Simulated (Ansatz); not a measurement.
Relaxation of CH11N3Si2 (17 atoms, charge 0, multiplicity 1), to a largest force component of 0.015 eV/Å in at most 40 steps.

All numbers below come from Ansatz, RKS PBE0/6-31G.

```xyz
17
Properties=species:S:1:pos:R:3
C 0.191 -1.863 -1.864
Si 0.898 -1.369 -0.255
Si -0.097 0.542 0.528
N 0.576 1.273 1.935
N -0.094 1.920 -0.409
N -1.682 0.571 0.964
H 0.313 -1.026 -2.616
H 0.631 -2.716 -2.282
H -0.929 -1.978 -1.737
H 2.371 -1.172 -0.404
H 0.704 -2.484 0.733
H 1.508 1.048 2.073
H 0.459 2.288 1.722
H -0.249 1.683 -1.350
H -0.976 2.373 -0.151
H -2.161 -0.076 0.296
H -2.061 1.468 0.719
```

Question: Where does it end, and by what steps?

Answer: The forces met the threshold. Limits of this set-up: no polarisation functions. After 20 steps the energy has fallen by 3.697 eV; H12 moved furthest, 1.52 Å.

```
step  energy less start (eV)  largest force component (eV/Å)  accepted
   0                  0.0000                           5.856       yes
   1                 -2.0623                           2.311       yes
   2                 -2.7576                           1.054       yes
   3                 -3.0680                           0.635       yes
   4                 -3.2581                           0.449       yes
   5                 -3.3886                           0.553       yes
   6                 -3.5116                           0.426       yes
   7                 -3.5946                           0.250       yes
   8                 -3.6352                           0.108       yes
   9                 -3.6458                           0.160       yes
  10                 -3.6512                           0.440       yes
  11                 -3.6589                           0.178       yes
  12                 -3.6762                           0.103       yes
  13                 -3.6749                           0.588        no
  14                 -3.6836                           0.050       yes
  15                 -3.6889                           0.172       yes
  16                 -3.6915                           0.273       yes
  17                 -3.6962                           0.020       yes
  18                 -3.6965                           0.032       yes
  19                 -3.6966                           0.029       yes
  20                 -3.6968                           0.004       yes
```

```xyz
17
Properties=species:S:1:pos:R:3
C -0.014 -1.944 -1.901
Si 0.929 -1.162 -0.418
Si -0.139 0.763 0.455
N 0.464 1.500 1.935
N 0.093 2.028 -0.751
N -1.758 0.230 0.907
H -0.107 -1.226 -2.722
H 0.521 -2.824 -2.270
H -1.020 -2.254 -1.602
H 2.329 -0.812 -0.865
H 1.066 -2.196 0.672
H 0.204 1.157 2.845
H 1.216 2.168 1.925
H 0.336 1.834 -1.709
H -0.146 2.991 -0.569
H -2.206 -0.572 0.495
H -2.366 0.800 1.476
```

Time of the run: 2.1 min on 1 thread of Arm Neoverse V2, with other jobs on the host, peak memory 0.23 GiB.
